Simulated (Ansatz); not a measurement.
Z-matrix (Å, degrees):
```
Si
C 1 1.850
O 1 1.648 2 115.6
N 1 1.712 2 107.7 3 -119.0
O 1 1.640 2 105.1 3 114.5
C 2 1.331 1 123.6 3 97.4
H 2 1.089 1 118.2 3 -81.7
H 3 0.958 1 116.1 2 -67.6
H 4 1.008 1 119.9 2 -50.9
H 4 1.008 1 119.8 2 165.8
H 5 0.958 1 117.0 2 -157.5
H 6 1.087 2 122.3 1 -179.2
H 6 1.087 2 121.4 1 0.8
```

Charge 0, multiplicity 1.

List the ωB97M-V/def2-TZVPP orbital energies in eV (Ansatz 0.2.0). (An estimate is asked.)

Computed: Occupied: -1807.37, -525.84, -525.70, -393.92, -281.56, -281.00, -148.26, -102.41, -102.38, -102.36, -30.92, -30.25, -26.36, -23.99, -19.11, -17.77, -16.86, -16.23, -15.85, -14.78, -13.98, -13.04, -12.63, -12.18, -11.86, -10.89, -10.25, -10.01. Lowest empty: 1.73, 2.14, 3.18, 3.25, 3.76, 4.02, 4.37, 5.32.
